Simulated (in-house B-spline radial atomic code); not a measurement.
The numbers below are computed, except where a source is named.
## C6 from the polarisability at imaginary frequency: neutral zinc

PBE0 linear response of the closed shell [Ar] 3d10 4s2, from a B-spline radial code for spherical atoms; scalar-relativistic (spin-free one-electron X2C), finite nucleus, no spin-orbit coupling; shells from n = 2 respond.

The dispersion coefficient of two like species is C6 = (3/π) ∫ α(iu)² du from 0 to ∞.

| u (hartree) | α(iu) (bohr³) |
| --- | --- |
| 0 | 40.76 |
| 0.03 | 40.01 |
| 0.07 | 37.02 |
| 0.12 | 31.59 |
| 0.2 | 23.1 |
| 0.3 | 15.73 |
| 0.45 | 9.776 |
| 0.7 | 5.544 |
| 1 | 3.49 |
| 1.5 | 2.078 |
| 2.5 | 1.08 |
| 5 | 0.4214 |

**Question.** Fit one oscillator, α(iu) = α(0)/(1 + u²/ω²), through u = 0.3 and estimate C6.

**Answer.** From α(0)/α(iu) − 1 = 40.76/15.73 − 1 = 1.5912, ω = u/√1.5912 = 0.2378 hartree (6.5 eV). London's formula gives C6 = (3/4) α(0)² ω = 0.75 × 40.76² × 0.2378 = 296.3 hartree·bohr⁶, and the oscillator holds f = α(0) ω² = 2.31 electrons, of a sum of oscillator strengths of 28.6.

**Question.** How does that compare with the full integral?

**Answer.** The program's quadrature over all excitations gives C6 = 301.3, so the single oscillator is off by -1.7 %. At the last point the fit gives α = 0.092 against 0.421: higher excitations, and deeper shells where there are any, keep the true curve higher at large u.
